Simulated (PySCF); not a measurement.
# Exercise with solution: dipole moment from atomic charges

HNaO, SMILES [OH][Na]. Atoms are numbered in the order given.

```xyz
3

Na     0.0000     0.0000    -0.9200
O      0.0000     0.0000     1.0187
H      0.0000     0.0000     1.9705
```

Geometry: PBE0-D3(BJ)/def2-TZVPD. The isomer is the one that the SMILES or the coordinates give; other isomers of the formula were not compared.

Charges (e) from M06-2X/def2-TZVPD run with PySCF:

```csv
atom,IAO,ESP fit
Na1,0.921,0.947
O2,-1.247,-1.455
H3,0.326,0.509
```

The dipole moment of the full density is 6.66 D.

### Question
What dipole moment does each set of point charges give, and which comes closer to that of the density?

### Answer

μ = Σ q r, and 1 e Å = 4.8032 D.
IAO: Σ q r = (0.000, 0.000, -1.475) e Å, |μ| = 7.09 D.
ESP fit: Σ q r = (0.000, 0.000, -1.350) e Å, |μ| = 6.49 D.
ESP fit comes closer in size. Point charges leave out the atoms' own dipoles (lone pairs, polarised bonds); fits to the potential absorb them, partitions of the density don't.
